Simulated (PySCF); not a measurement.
Basis set benchmark on one molecule

Molecule: `CC(=O)c1ccco1`, C₆H₆O₂.

Molfile (atoms numbered from 1):
```
C6H6O2
     RDKit          3D

 14 14  0  0  0  0  0  0  0  0999 V2000
   -2.3328    0.0459    0.1506 C   0  0  0  0  0  0  0  0  0  0  0  0
   -1.2738   -0.3000    1.1640 C   0  0  0  0  0  0  0  0  0  0  0  0
   -1.5334   -0.6537    2.2943 O   0  0  0  0  0  0  0  0  0  0  0  0
    0.1268   -0.1906    0.7305 C   0  0  0  0  0  0  0  0  0  0  0  0
    1.2987   -0.4268    1.4029 C   0  0  0  0  0  0  0  0  0  0  0  0
    2.3464   -0.1512    0.4828 C   0  0  0  0  0  0  0  0  0  0  0  0
    1.7313    0.2307   -0.6782 C   0  0  0  0  0  0  0  0  0  0  0  0
    0.3985    0.2094   -0.5382 O   0  0  0  0  0  0  0  0  0  0  0  0
   -2.2185    1.0889   -0.1829 H   0  0  0  0  0  0  0  0  0  0  0  0
   -3.3205   -0.0968    0.6048 H   0  0  0  0  0  0  0  0  0  0  0  0
   -2.2322   -0.5861   -0.7451 H   0  0  0  0  0  0  0  0  0  0  0  0
    1.3702   -0.7582    2.4361 H   0  0  0  0  0  0  0  0  0  0  0  0
    3.4185   -0.2245    0.6523 H   0  0  0  0  0  0  0  0  0  0  0  0
    2.1090    0.5353   -1.6515 H   0  0  0  0  0  0  0  0  0  0  0  0
  1  2  1  0
  2  3  2  0
  2  4  1  0
  4  5  2  0
  5  6  1  0
  6  7  2  0
  7  8  1  0
  8  4  1  0
  1  9  1  0
  1 10  1  0
  1 11  1  0
  5 12  1  0
  6 13  1  0
  7 14  1  0
M  END
```

Geometry PBE0-D3(BJ)/def2-SVP throughout; GIAO in PySCF 2.14, gas phase, one conformer, non-relativistic; equivalent atoms averaged; functional PBE0.

Reference values (estimated from measurements, as parent shift plus tabulated substituent increments; solution, not stated per compound (mostly CDCl3 or CCl4); Pretsch, Buehlmann, Badertscher, Structure Determination of Organic Compounds, 4th ed. (2009)): δ(H12) = 7.19 ppm, δ(H13) = 6.54 ppm, δ(H14) = 7.60 ppm. Computed shifts are taken against TMS, calculated as an isolated molecule at each level.

**Question.** How do the basis sets STO-3G, pcSseg-0, 6-31G, 6-31G*, cc-pVDZ, def2-SVP, pcSseg-1, aug-cc-pVDZ, 6-311+G(2d,p), def2-TZVP, cc-pVTZ perform against the reference? Times are CPU seconds on shared hosts with different chips, so compare them loosely.

**Answer.** 
```tsv
basis set	functions	H12	H13	H14	mean abs. error H	core-s
STO-3G	46	6.51	5.96	6.76	0.70	5.4
pcSseg-0	84	7.36	6.62	7.43	0.14	7.2
6-31G	84	7.36	6.58	7.45	0.12	10
6-31G*	124	7.09	6.31	7.18	0.25	16
cc-pVDZ	142	7.23	6.46	7.22	0.17	15
def2-SVP	142	7.21	6.42	7.01	0.24	14
pcSseg-1	166	7.45	6.66	7.36	0.21	19
aug-cc-pVDZ	238	7.46	6.70	7.63	0.15	33
6-311+G(2d,p)	252	7.44	6.66	7.49	0.16	41
def2-TZVP	284	7.46	6.69	7.48	0.18	43
cc-pVTZ	324	7.43	6.66	7.43	0.18	52
```

For ¹H the closest is 6-31G (0.12 ppm, with pcSseg-0 practically level) and the furthest STO-3G (0.70 ppm). Where a smaller basis beats a larger one, errors probably cancel. One molecule is a small sample, and vibrational and solvent effects are absent from the calculation.

A small basis that lands close on one nucleus may do so by chance; judge by the trend and by all nuclei.
